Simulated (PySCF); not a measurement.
PySCF input (PW6B95/def2-TZVPD):

```python
from pyscf import gto, scf, dft

mol = gto.M(
    atom='''
    C    -1.10027630    0.11721448    0.11355646
    N     0.21721531   -0.02314035   -0.02241819
    C     1.38591868   -0.14764449   -0.14303682
    H    -1.62895613   -0.53962820    0.78765224
    H    -1.60540531    0.88419074   -0.45384278
    ''',
    basis='def2-tzvpd',
    charge=0,
    spin=1,
    verbose=4,
)

mf = dft.UKS(mol, xc='pw6b95').density_fit(auxbasis='def2-universal-jkfit')
mf.grids.level = 3
mf.conv_tol = 1e-9
mf.max_cycle = 100
mf.max_memory = 1500
mf.kernel()
if not mf.converged:
    mf = mf.newton()
    mf.kernel(mf.make_rdm1())
for _ in range(2):
    mo, _, stable, _ = mf.stability(return_status=True)
    if stable:
        break
    mf.kernel(mf.make_rdm1(mo, mf.mo_occ))
mf.analyze()
```

Output:

```
PySCF version 2.14.0

[INPUT] verbose = 4
[INPUT] num. atoms = 5
[INPUT] num. electrons = 21
[INPUT] charge = 0
[INPUT] spin (= nelec alpha-beta = 2S) = 1
[INPUT] symmetry False subgroup None
[INPUT] Mole.unit = angstrom
[INPUT] Symbol           X                Y                Z      unit          X                Y                Z       unit  Magmom
[INPUT]  1 C     -1.100276300000   0.117214480000   0.113556460000 AA   -2.079220868350   0.221503265033   0.214590609075 Bohr   0.0
[INPUT]  2 N      0.217215310000  -0.023140350000  -0.022418190000 AA    0.410477445962  -0.043728923927  -0.042364239308 Bohr   0.0
[INPUT]  3 C      1.385918680000  -0.147644490000  -0.143036820000 AA    2.619006736119  -0.279007649901  -0.270300415529 Bohr   0.0
[INPUT]  4 H     -1.628956130000  -0.539628200000   0.787652240000 AA   -3.078280954631  -1.019749507092   1.488447015000 Bohr   0.0
[INPUT]  5 H     -1.605405310000   0.884190740000  -0.453842780000 AA   -3.033776354822   1.670878340477  -0.857638557811 Bohr   0.0

nuclear repulsion = 54.7973094832663
number of shells = 49
number of NR pGTOs = 178
number of NR cGTOs = 129
basis = def2-tzvpd
ecp = {}

******** <class 'pyscf.df.df_jk.DFUKS'> ********
method = DFUKS
initial guess = minao
damping factor = 0
level_shift factor = 0
DIIS = <class 'pyscf.scf.diis.CDIIS'>
diis_start_cycle = 1
diis_space = 8
diis_damp = 0
SCF conv_tol = 1e-09
SCF conv_tol_grad = None
SCF max_cycles = 100
direct_scf = False
number electrons alpha = 11  beta = 10
XC library pyscf.dft.libxc version 7.1.2
    S. Lehtola, C. Steigemann, M. J. T. Oliveira, and M. A. L. Marques,  SoftwareX 7, 1–5 (2018)
XC functionals = pw6b95
    Y. Zhao and D. G. Truhlar,  J. Phys. Chem. A 109, 5656 (2005)
radial grids:
    Treutler-Ahlrichs [JCP 102, 346 (1995); DOI:10.1063/1.469408] (M4) radial grids

becke partition: Becke, JCP 88, 2547 (1988); DOI:10.1063/1.454033
pruning grids: <function nwchem_prune>
grids dens level: 3
symmetrized grids: False
atomic radii adjust function: <function treutler_atomic_radii_adjust>
small_rho_cutoff = 0
Set gradient conv threshold to 3.16228e-05
tot grids = 61760
******** <class 'pyscf.df.df.DF'> ********
auxbasis = def2-universal-jkfit
init E= -132.585683712535
  alpha nocc = 11  HOMO = -0.189394763329261  LUMO = -0.0390853353511389
  beta  nocc = 10  HOMO = -0.348957226210618  LUMO = -0.189394763329254

WARN: HOMO -0.189394763329261 >= LUMO -0.189394763329254

[...]
  beta  nocc = 10  HOMO = -0.333452695364301  LUMO = -0.11133748037652
  HOMO = -0.257317513642  LUMO = -0.111337480377  gap/eV = 3.97232
Extra cycle  E= -132.272691891199  delta_E= 2.34e-11  |g|= 1.26e-05  |ddm|= 1.26e-05
converged SCF energy = -132.272691891199  <S^2> = 0.76082151  2S+1 = 2.0107924
uhf_internal: lowest eigs of H = [0.25950787 0.32755994 0.34693078]
<class 'pyscf.df.df_jk.DFUKS'> wavefunction is stable in the internal stability analysis
**** SCF Summaries ****
Total Energy =                        -132.272691891199116
Nuclear Repulsion Energy =              54.797309483266339
One-electron Energy =                 -285.274629222295175
Two-electron Energy =                   98.204627847829727
Two-electron Coulomb Energy =          116.791522636530885
DFT Exchange-Correlation Energy =      -18.586894788701162
HOMO-LUMO gap [eV] =                     3.972319036406980
**** MO energy ****
                             alpha | beta                alpha | beta
MO #1   energy= -14.5208789917881  | -14.5233021588326  occ= 1 | 1
MO #2   energy= -10.3804036045198  | -10.3688312610767  occ= 1 | 1
MO #3   energy= -10.3473706802498  | -10.3425713961578  occ= 1 | 1
MO #4   energy= -1.01417026758     | -1.0079959587217   occ= 1 | 1
MO #5   energy= -0.811660253749217 | -0.787917466530899 occ= 1 | 1
MO #6   energy= -0.592305072492735 | -0.578055985872773 occ= 1 | 1
MO #7   energy= -0.52994789768438  | -0.522053638271828 occ= 1 | 1
MO #8   energy= -0.455344754916517 | -0.429884399744019 occ= 1 | 1
MO #9   energy= -0.374926464745423 | -0.372544208874089 occ= 1 | 1
MO #10  energy= -0.344636035334794 | -0.333452695364301 occ= 1 | 1
MO #11  energy= -0.257317513642278 | -0.11133748037652  occ= 1 | 0
MO #12  energy= 0.00334693410629149 | 0.00789171815776734 occ= 0 | 0
MO #13  energy= 0.00661311630969228 | 0.010514205390064  occ= 0 | 0
MO #14  energy= 0.0347990860927972 | 0.0551633361776117 occ= 0 | 0
MO #15  energy= 0.0559944144037114 | 0.0577130951353661 occ= 0 | 0
MO #16  energy= 0.0792235658471828 | 0.0813506046416299 occ= 0 | 0
MO #17  energy= 0.0877032525296839 | 0.0887370200199863 occ= 0 | 0
MO #18  energy= 0.104457681423654  | 0.110986171243443  occ= 0 | 0
MO #19  energy= 0.150134804956997  | 0.152881484560988  occ= 0 | 0
MO #20  energy= 0.150450102323654  | 0.162304469382218  occ= 0 | 0
MO #21  energy= 0.161752892553878  | 0.173075917055485  occ= 0 | 0
MO #22  energy= 0.170624997209313  | 0.175668380199501  occ= 0 | 0
MO #23  energy= 0.190320077265227  | 0.195717362323125  occ= 0 | 0
MO #24  energy= 0.202503323592343  | 0.206803076675085  occ= 0 | 0
MO #25  energy= 0.227183445033333  | 0.228752258393495  occ= 0 | 0
MO #26  energy= 0.233309059103093  | 0.239501818128625  occ= 0 | 0
MO #27  energy= 0.24851768364805   | 0.250331900583652  occ= 0 | 0
MO #28  energy= 0.274546015826467  | 0.280813822122661  occ= 0 | 0
MO #29  energy= 0.278650640293143  | 0.28466574453442   occ= 0 | 0
MO #30  energy= 0.298774411730901  | 0.301332573961117  occ= 0 | 0
MO #31  energy= 0.299653529038203  | 0.307812752305006  occ= 0 | 0
MO #32  energy= 0.31387102725897   | 0.31683549457236   occ= 0 | 0
MO #33  energy= 0.316393837305189  | 0.319668645122957  occ= 0 | 0
MO #34  energy= 0.334537716845929  | 0.338245585399694  occ= 0 | 0
MO #35  energy= 0.344879622320334  | 0.350807868468881  occ= 0 | 0
MO #36  energy= 0.35761835304816   | 0.359672362898516  occ= 0 | 0
MO #37  energy= 0.369857550913794  | 0.38368808715803   occ= 0 | 0
MO #38  energy= 0.394707661868516  | 0.395773950470332  occ= 0 | 0
MO #39  energy= 0.396039532076583  | 0.398271851401257  occ= 0 | 0
MO #40  energy= 0.404573723583194  | 0.408130401109841  occ= 0 | 0
MO #41  energy= 0.446840837048422  | 0.450051584939258  occ= 0 | 0
MO #42  energy= 0.474459979987481  | 0.478703830239597  occ= 0 | 0
MO #43  energy= 0.48825488004891   | 0.48981619992186   occ= 0 | 0
MO #44  energy= 0.506294022734172  | 0.508916796710987  occ= 0 | 0
MO #45  energy= 0.534950982164959  | 0.540383431286828  occ= 0 | 0
MO #46  energy= 0.625100217644835  | 0.627129663254053  occ= 0 | 0
MO #47  energy= 0.668323798831904  | 0.670997029882626  occ= 0 | 0
MO #48  energy= 0.682869639283726  | 0.689465244048695  occ= 0 | 0
MO #49  energy= 0.711478313486097  | 0.711627063509007  occ= 0 | 0
MO #50  energy= 0.735274976839148  | 0.740180835057183  occ= 0 | 0
MO #51  energy= 0.736513977107299  | 0.751470575454997  occ= 0 | 0
MO #52  energy= 0.773529525011557  | 0.790406345596106  occ= 0 | 0
MO #53  energy= 0.785825302196392  | 0.799261802154608  occ= 0 | 0
MO #54  energy= 0.811779062095193  | 0.820716031565498  occ= 0 | 0
MO #55  energy= 0.874865129778648  | 0.876559815647141  occ= 0 | 0
MO #56  energy= 0.924628055262271  | 0.944441747976498  occ= 0 | 0
MO #57  energy= 0.931700888109891  | 0.945011069373007  occ= 0 | 0
MO #58  energy= 0.948027763436535  | 0.959272893863337  occ= 0 | 0
MO #59  energy= 1.02004663417633   | 1.03079502339946   occ= 0 | 0
MO #60  energy= 1.02751151155002   | 1.03281762255713   occ= 0 | 0
MO #61  energy= 1.06303461972174   | 1.07285070921095   occ= 0 | 0
MO #62  energy= 1.07785637491406   | 1.09698374793006   occ= 0 | 0
MO #63  energy= 1.15239654920211   | 1.15759606336981   occ= 0 | 0
MO #64  energy= 1.18704707768042   | 1.19516859101643   occ= 0 | 0
MO #65  energy= 1.33811343744753   | 1.34069227809927   occ= 0 | 0
MO #66  energy= 1.37715731513569   | 1.37710660999358   occ= 0 | 0
MO #67  energy= 1.41166304120585   | 1.41627117508217   occ= 0 | 0
MO #68  energy= 1.51925044114991   | 1.55862678766322   occ= 0 | 0
MO #69  energy= 1.57560576163355   | 1.57798322413803   occ= 0 | 0
MO #70  energy= 1.62432012367254   | 1.63186367959772   occ= 0 | 0
MO #71  energy= 1.67344001248875   | 1.69186133894882   occ= 0 | 0
MO #72  energy= 1.75124112538052   | 1.76323874641685   occ= 0 | 0
MO #73  energy= 1.75496519704193   | 1.7736119610584    occ= 0 | 0
MO #74  energy= 1.82558540638779   | 1.84202655976301   occ= 0 | 0
MO #75  energy= 1.86956175396921   | 1.87811730018342   occ= 0 | 0
MO #76  energy= 1.87696956226762   | 1.88193552011782   occ= 0 | 0
MO #77  energy= 1.96402253833886   | 1.97487190863992   occ= 0 | 0
MO #78  energy= 1.99651360999098   | 2.02166946058069   occ= 0 | 0
MO #79  energy= 2.09643839504843   | 2.10051421064295   occ= 0 | 0
MO #80  energy= 2.19644146331259   | 2.20952640272483   occ= 0 | 0
MO #81  energy= 2.20768387516572   | 2.21916051920207   occ= 0 | 0
MO #82  energy= 2.35833806916213   | 2.36231855244182   occ= 0 | 0
MO #83  energy= 2.37003693536094   | 2.37435198845421   occ= 0 | 0
MO #84  energy= 2.3877001521337    | 2.38625522544262   occ= 0 | 0
MO #85  energy= 2.39494908504241   | 2.40349534230267   occ= 0 | 0
MO #86  energy= 2.63117927703654   | 2.6432764059503    occ= 0 | 0
MO #87  energy= 2.63581818598216   | 2.64612321477843   occ= 0 | 0
MO #88  energy= 2.65594662743761   | 2.67204924305042   occ= 0 | 0
MO #89  energy= 2.65713082649891   | 2.67406313338805   occ= 0 | 0
MO #90  energy= 2.70745235326844   | 2.71238682602525   occ= 0 | 0
MO #91  energy= 2.77300021232264   | 2.78770936765902   occ= 0 | 0
MO #92  energy= 2.81607293293161   | 2.83731966642459   occ= 0 | 0
MO #93  energy= 2.91204442995253   | 2.93709078816317   occ= 0 | 0
MO #94  energy= 2.9191350181904    | 2.9402561852619    occ= 0 | 0
MO #95  energy= 2.97890958894315   | 3.02756487959855   occ= 0 | 0
MO #96  energy= 3.0678895839227    | 3.09198378409794   occ= 0 | 0
MO #97  energy= 3.08364724145309   | 3.10200437372828   occ= 0 | 0
MO #98  energy= 3.10489661928445   | 3.12820930557062   occ= 0 | 0
MO #99  energy= 3.15069628274067   | 3.16960446528198   occ= 0 | 0
MO #100 energy= 3.1625756805739    | 3.17291065208589   occ= 0 | 0
MO #101 energy= 3.16863794039618   | 3.20470846812864   occ= 0 | 0
MO #102 energy= 3.19972966890832   | 3.22569501518482   occ= 0 | 0
MO #103 energy= 3.23027703111353   | 3.24576840696053   occ= 0 | 0
MO #104 energy= 3.35272471979133   | 3.37609448550969   occ= 0 | 0
[...]
```

It need not be the lowest isomer of its formula.
